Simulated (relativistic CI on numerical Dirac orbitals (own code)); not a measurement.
Transition arrays of Lu XXVI

Method of calculation: Dirac-Coulomb-Breit CI, orbitals from a KLI potential per configuration, a model potential for QED, valence Slater integrals scaled by 0.9, whole transition arrays (own radial code, finite nucleus).

Configurations in the expansion (outside the closed core [Kr]): 4d¹⁰, 4d⁹4f, 4d⁹5p, 4d⁹5f. Levels of other configurations are missing.

All E1 lines from the levels of 4d¹⁰; mean and standard deviation are weighted by gf, and upper levels are sorted by their leading configuration.

```tsv
Upper configuration	Lines	Σgf	Mean (eV)	Mean (nm)	σ (eV)	Strongest line (nm)
4d⁹4f	3	7.0	232.41	5.335	4.72	5.323
4d⁹5p	3	1.0	357.31	3.470	5.70	3.451
4d⁹5f	3	1.9	508.78	2.437	5.80	2.462
```

Σgf per state of the lower configuration in bins of 0.1 nm over the central range (centre: value): 2.45: 1.92, 3.35: 0.07, 3.45: 0.56, 3.55: 0.33, 5.35: 6.92.

How do configuration mixing and the scaling of the Slater integrals move the arrays?

Slater scale 0.9, no configuration mixing: 4d⁹4f 232.5 ± 4.7 eV (Σgf 6.9), 4d⁹5p 357.6 ± 5.7 eV (Σgf 1.1), 4d⁹5f 508.8 ± 5.8 eV (Σgf 2.0); Slater scale 1: 4d⁹4f 237.0 ± 4.7 eV (Σgf 7.2), 4d⁹5p 357.4 ± 5.7 eV (Σgf 0.9), 4d⁹5f 508.9 ± 5.8 eV (Σgf 1.9); Slater scale 0.8: 4d⁹4f 227.8 ± 4.7 eV (Σgf 6.9), 4d⁹5p 357.2 ± 5.7 eV (Σgf 1.0), 4d⁹5f 508.7 ± 5.8 eV (Σgf 1.9). With mixing, levels are counted to their leading configuration, so an array can shrink or vanish into another, and the sums then hold other lines.
